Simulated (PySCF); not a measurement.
Sn(SH)4 (H4S4Sn), SMILES [SH][Sn]([SH])([SH])[SH].

The structure is a stationary point at B3LYP-D3(BJ)/def2-SVP. The structure was generated by enumeration; whether it is a known compound was not checked. The def2 effective core potentials stand for the cores of Sn; spin–orbit coupling is left out. One conformer was computed; it need not be the lowest.

The numbers are results of TDDFT-PBE/def2-SVPD (PySCF), not measurements.

Vertical excitations. Isolated molecule, no solvent.

```json
[
 {"state": "S1", "energy (eV)": "3.25", "λ (nm)": "382", "f": "0.000", "main pairs": "HOMO→LUMO 99 %"},
 {"state": "S2", "energy (eV)": "3.45", "λ (nm)": "360", "f": "0.023", "main pairs": "HOMO−2→LUMO 50 %, HOMO−1→LUMO 48 %"},
 {"state": "S3", "energy (eV)": "3.46", "λ (nm)": "359", "f": "0.027", "main pairs": "HOMO−1→LUMO 50 %, HOMO−2→LUMO 48 %"},
 {"state": "S4", "energy (eV)": "3.60", "λ (nm)": "344", "f": "0.012", "main pairs": "HOMO−3→LUMO 99 %"},
 {"state": "S5", "energy (eV)": "5.12", "λ (nm)": "242", "f": "0.021", "main pairs": "HOMO−4→LUMO 48 %, HOMO→LUMO+1 26 %, HOMO−1→LUMO+1 10 %, HOMO−2→LUMO+2 8 %"},
 {"state": "S6", "energy (eV)": "5.16", "λ (nm)": "241", "f": "0.012", "main pairs": "HOMO→LUMO+1 70 %, HOMO−4→LUMO 15 %"},
 {"state": "S7", "energy (eV)": "5.21", "λ (nm)": "238", "f": "0.018", "main pairs": "HOMO−5→LUMO 53 %, HOMO→LUMO+2 35 %"},
 {"state": "S8", "energy (eV)": "5.27", "λ (nm)": "235", "f": "0.015", "main pairs": "HOMO−2→LUMO+1 88 %"},
 {"state": "S9", "energy (eV)": "5.29", "λ (nm)": "235", "f": "0.023", "main pairs": "HOMO−1→LUMO+1 72 %"},
 {"state": "S10", "energy (eV)": "5.34", "λ (nm)": "232", "f": "0.001", "main pairs": "HOMO→LUMO+3 76 %"},
 {"state": "T1", "energy (eV)": "3.00", "λ (nm)": "413", "f": "0", "main pairs": "HOMO→LUMO 99 %"},
 {"state": "T2", "energy (eV)": "3.09", "λ (nm)": "402", "f": "0", "main pairs": "HOMO−1→LUMO 97 %"},
 {"state": "T3", "energy (eV)": "3.10", "λ (nm)": "400", "f": "0", "main pairs": "HOMO−2→LUMO 96 %"},
 {"state": "T4", "energy (eV)": "3.30", "λ (nm)": "375", "f": "0", "main pairs": "HOMO−3→LUMO 99 %"}
]
```
Triplets are in the Tamm–Dancoff approximation, which puts them higher than full response would, so one can lie above its singlet here.
